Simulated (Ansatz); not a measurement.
Computed with Ansatz on PBE0-D4/def2-TZVP structures; ΔE is electronic, products minus reactants. CCSD(T)/CBS adds triple-zeta CCSD(T) − MP2 to the extrapolated MP2 energy (def2 sets, frozen cores). This one scheme is used for every species. Functionals use def2-TZVPP. B3LYP here is the variant with VWN-RPA as its local correlation; programs differ in this. One conformer a species, not always the lowest.

`[SiH3]B(Cl)Cl` + CH₃OH → `COB(Cl)Cl` + SiH₄  (cleavage of the B–Si bond)

Question: Is it downhill or uphill in electronic energy at CCSD(T)/CBS, and by how much? (An estimate is asked.)

Answer: Computed: Downhill: ΔE = -151.1 kJ/mol.

Question: What do these levels give: LDA (SPW92), revPBE-D4, PBE0-D4, r2SCAN0-D4, BHLYP-D4, r2SCAN, B3LYP, CAM-B3LYP, CCSD(T)/def2-SVP, CCSD(T)/def2-TZVPP, MP2/CBS(def2), CCSD/CBS(def2)? (Best estimate.)

Answer: The calculation gave: LDA (SPW92) -155.4, revPBE-D4 -141.7, PBE0-D4 -146.3, r2SCAN0-D4 -156.2, BHLYP-D4 -161.8, r2SCAN -154.5, B3LYP -156.3, CAM-B3LYP -163.6, CCSD(T)/def2-SVP -175.0, CCSD(T)/def2-TZVPP -155.2, MP2/CBS(def2) -156.2, CCSD/CBS(def2) -152.2 kJ/mol.

Largest T1 diagnostic among the species: 0.013.

Leaving LDA and LC-ωPBE aside and taking each functional with its dispersion term where it has one, the values, not all of them listed here, spread over 21.8 kJ/mol, from CAM-B3LYP-D4 to revPBE-D4. LDA lies −14.0 kJ/mol from PBE without D4. From BLYP to BHLYP (50 % exact exchange), in def2-TZVPP and without D4, ΔE moves by −11.5 kJ/mol. In def2-TZVPP, CCSD(T) changes the Hartree–Fock value by +13.4 kJ/mol (the triples alone add +1.2 kJ/mol) and MP2 by +8.3 kJ/mol.
